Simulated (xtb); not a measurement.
C$_{4}$H$_{5}$, charge -1, singlet, at a GFN2-xTB geometry; GFN2-xTB (xtb 6.7.1).

Here is a job for xtb.
```
$ xtb mol.xyz --gfn 2 --chrg -1 --etemp 1000 --json

# file mol.xyz
9

C     -0.02689703     0.01898413     2.00101260
C     -0.00904766    -0.04049079     0.66114669
C      0.00789498    -0.42450959    -0.53346907
C      0.02444904     0.23607485    -1.86598431
H     -0.95631018     0.02398960     2.57125672
H      0.88696065     0.03044252     2.59575182
H     -0.01375398     1.34661131    -1.85047335
H      0.93433358    -0.04072948    -2.41968026
H     -0.82962597    -0.10066542    -2.47309051
```

**Question.** Predict the main parts of the log of this xtb run.

**Answer.** 
```
   ID    Z sym.   atoms
    1    6 C      1-4
    2    1 H      5-9

           -------------------------------------------------
          |                Calculation Setup                |
           -------------------------------------------------

           -------------------------------------------------
          |                 G F N 2 - x T B                 |
           -------------------------------------------------

          ...................................................
          :                      SETUP                      :
          :.................................................:
          :  # basis functions                  21          :
          :  # atomic orbitals                  21          :
          :  # shells                           13          :
          :  # electrons                        22          :
          :  max. iterations                   250          :
          :  Hamiltonian                  GFN2-xTB          :
          :  restarted?                      false          :
          :  GBSA solvation                  false          :
          :  PC potential                    false          :
          :  electronic temp.         1000.0000000     K    :
          :  accuracy                    1.0000000          :
          :  -> integral cutoff          0.2500000E+02      :
          :  -> integral neglect         0.1000000E-07      :
          :  -> SCF convergence          0.1000000E-05 Eh   :
          :  -> wf. convergence          0.1000000E-03 e    :
          :  Broyden damping             0.4000000          :
          :  net charge                         -1          :
          :  unpaired electrons                  0          :
          ...................................................

 iter      E             dE          RMSdq      gap      omega  full diag
   1    -11.3332715 -0.113333E+02  0.577E+00    4.51       0.0  T
   2    -11.3708822 -0.376107E-01  0.308E+00    4.13       1.0  T
   3    -11.3642232  0.665891E-02  0.181E+00    4.29       1.0  T
   4    -11.3681632 -0.393995E-02  0.874E-01    4.20       1.0  T
   5    -11.3749076 -0.674439E-02  0.230E-01    4.14       1.0  T
   6    -11.3751958 -0.288214E-03  0.734E-02    4.18       1.0  T
   7    -11.3752030 -0.719920E-05  0.245E-02    4.18       1.4  T
   8    -11.3752033 -0.301960E-06  0.680E-03    4.18       4.9  T
   9    -11.3752036 -0.276289E-06  0.235E-03    4.18      14.2  T
  10    -11.3752036 -0.198552E-07  0.216E-04    4.18     154.5  T
  11    -11.3752036 -0.757172E-10  0.884E-05    4.18     377.2  T

   *** convergence criteria satisfied after 11 iterations ***

         :::::::::::::::::::::::::::::::::::::::::::::::::::::
         ::                     SUMMARY                     ::
         :::::::::::::::::::::::::::::::::::::::::::::::::::::
         :: total energy             -11.153117434405 Eh    ::
         :: gradient norm              0.000095117374 Eh/a0 ::
         :: HOMO-LUMO gap              4.177156904096 eV    ::
         ::.................................................::
         :: SCC energy               -11.375204343258 Eh    ::
         :: -> isotropic ES            0.133144029309 Eh    ::
         :: -> anisotropic ES          0.018217838020 Eh    ::
         :: -> anisotropic XC          0.007747074401 Eh    ::
         :: -> dispersion             -0.004696638504 Eh    ::
         :: repulsion energy           0.222086908853 Eh    ::
         :: add. restraining           0.000000000000 Eh    ::
         :: total charge              -1.000000000002 e     ::
         :::::::::::::::::::::::::::::::::::::::::::::::::::::

           -------------------------------------------------
          |                Property Printout                |
           -------------------------------------------------

    * Orbital Energies and Occupations

         #    Occupation            Energy/Eh            Energy/eV
[...]
         5        2.0000           -0.2878864              -7.8338
         6        2.0000           -0.2636324              -7.1738
         7        2.0000           -0.2317431              -6.3061
         8        2.0000           -0.2102838              -5.7221
         9        2.0000           -0.1485752              -4.0429
        10        2.0000           -0.1166125              -3.1732
        11        2.0000           -0.0499522              -1.3593 (HOMO)
        12                          0.1035555               2.8179 (LUMO)
        13                          0.1149192               3.1271
        14                          0.3274953               8.9116
        15                          0.3563673               9.6972
        16                          0.3812752              10.3750
        17                          0.3889585              10.5841
        18                          0.4480753              12.1927
        19                          0.5418776              14.7452
        20                          0.7100054              19.3202
        21                          1.3911709              37.8557
      -------------------------------------------------------------
                  HL-Gap            0.1535077 Eh            4.1772 eV
             Fermi-level            0.0267584 Eh            0.7281 eV

     #   Z          covCN         q      C6AA      α(0)
     1   6 C        2.831    -0.209    33.536     9.490
     2   6 C        1.963    -0.110    34.135     9.435
     3   6 C        1.960    -0.279    39.569    10.158
     4   6 C        3.747    -0.032    21.211     6.569
     5   1 H        0.924    -0.109     5.885     3.794
     6   1 H        0.924    -0.109     5.885     3.794
     7   1 H        0.921    -0.062     4.391     3.277
     8   1 H        0.923    -0.045     3.966     3.114
     9   1 H        0.923    -0.045     3.975     3.118

 Mol. C6AA /au·bohr⁶  :       1117.799525
 Mol. C8AA /au·bohr⁸  :      25290.264546
 Mol. α(0) /au        :         52.749035

Wiberg/Mayer (AO) data.
largest (>0.10) Wiberg bond orders for each atom

 ---------------------------------------------------------------------------
     #   Z sym  total        # sym  WBO       # sym  WBO       # sym  WBO
 ---------------------------------------------------------------------------
     1   6 C    3.753 --     2 C    1.568     6 H    0.955     5 H    0.955
                             3 C    0.231
     2   6 C    3.953 --     3 C    2.331     1 C    1.568
     3   6 C    3.629 --     2 C    2.331     4 C    0.996     1 C    0.231
     4   6 C    3.963 --     3 C    0.996     9 H    0.979     8 H    0.978
                             7 H    0.968
     5   1 H    0.988 --     1 C    0.955
     6   1 H    0.988 --     1 C    0.955
     7   1 H    0.996 --     4 C    0.968
     8   1 H    0.998 --     4 C    0.978
     9   1 H    0.998 --     4 C    0.979
 ---------------------------------------------------------------------------

Topologies differ in total number of bonds
Writing topology from bond orders to xtbtopo.mol

molecular dipole:
                 x           y           z       tot (Debye)
 q only:        0.015       0.054      -0.966
   full:        0.015       0.391      -1.033       2.807
molecular quadrupole (traceless):
                xx          xy          yy          xz          yz          zz
 q only:        5.237      -0.003       5.723       0.207       0.368     -10.959
  q+dip:        3.697       0.007       2.541       0.120       0.050      -6.238
   full:        4.807       0.015       2.894       0.156      -0.366      -7.701

           -------------------------------------------------
          | TOTAL ENERGY              -11.153117434405 Eh   |
          | GRADIENT NORM               0.000095117374 Eh/α |
          | HOMO-LUMO GAP               4.177156904096 eV   |
           -------------------------------------------------

normal termination of xtb
```
